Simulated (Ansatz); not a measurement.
Reaction (decarboxylation): `C[SiH2]C(=O)O` → `C[SiH3]` + `O=C=O`

Gas-phase electronic energies from Ansatz, PBE0-D4/def2-TZVP geometries. CCSD(T)/CBS adds triple-zeta CCSD(T) − MP2 to the extrapolated MP2 energy (def2 sets, frozen cores). This one scheme is used for every species. DFT in def2-TZVPP. B3LYP here is the variant with VWN-RPA as its local correlation; programs differ in this. Each species was taken in one conformer, which may not be the lowest.

```csv
level,ΔE (kJ/mol),difference from CCSD(T)/CBS
BLYP-D4,-31.9,-17.0
PBE0-D4,-10.7,4.2
B3LYP-D4,-24.1,-9.2
CAM-B3LYP-D4,-14.8,0.1
ωB97M-V,-13.1,1.8
PBE,-23.8,-8.9
r2SCAN,-22.5,-7.6
PBE0,-17.3,-2.4
LC-ωPBE,-17.0,-2.1
HF/def2-SVP,-50.2,-35.3
MP2/def2-TZVPP,-31.9,-17.0
CCSD(T)/def2-TZVPP,-24.9,-10.0
HF/def2-QZVPP,-53.7,-38.8
MP2/def2-QZVPP,-26.1,-11.2
HF/CBS(def2),-53.7,-38.8
MP2/CBS(def2),-21.9,-7.0
CCSD(T)/CBS,-14.9,0
```

Largest T1 diagnostic among the species: 0.018.

At CCSD(T), def2-SVP lies −30.9 kJ/mol from the extrapolated value and def2-TZVPP −10.0 kJ/mol. The D4 term adds +12.2 kJ/mol with B3LYP and +6.7 kJ/mol with PBE0; it sums over pairs of atoms, weighted by their polarisabilities, and B3LYP, whose exchange is more repulsive, gets the larger term. From r2SCAN to r2SCAN0 (25 % exact exchange), in def2-TZVPP and without D4, ΔE moves by +6.3 kJ/mol.
